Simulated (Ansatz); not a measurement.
Consider the formal hydrolysis of the Si–F bond: `CO[Si](N)(O)F` + H₂O → `CO[Si](N)(O)O` + H–F.

Computed with Ansatz on PBE0-D4/def2-TZVP structures; ΔE is electronic, products minus reactants. CCSD(T)/CBS is the MP2 limit (def2-TZVPP, def2-QZVPP) plus CCSD(T) − MP2 in def2-TZVPP, frozen cores. This one scheme is used for every species. DFT in def2-TZVPP. Each species was taken in one conformer, which may not be the lowest.

| level | ΔE (kcal/mol) |
| --- | --- |
| PBE0 | 10.8 |
| SCS-MP2/def2-TZVPP | 10.6 |

(1) What does CCSD(T)/CBS give? (Estimate.)

Largest T1 diagnostic among the species: 0.011.

## Answers

(1) Ansatz gave: +10.7 kcal/mol. The listed levels differ from it by 0.1, -0.1 kcal/mol.

In def2-TZVPP, CCSD(T) changes the Hartree–Fock value by −2.2 kcal/mol (the triples alone add −0.4 kcal/mol) and MP2 by −2.7 kcal/mol. The D4 term adds −0.9 kcal/mol with B3LYP and −0.5 kcal/mol with PBE0; it sums over pairs of atoms, weighted by their polarisabilities, and B3LYP, whose exchange is more repulsive, gets the larger term.

CCSD(T)/CBS has its own doubt, a few kJ/mol and more with outer-core shells, so smaller differences from it don't rank the levels.

B3LYP here is the variant with VWN-RPA as its local correlation; programs differ in this.
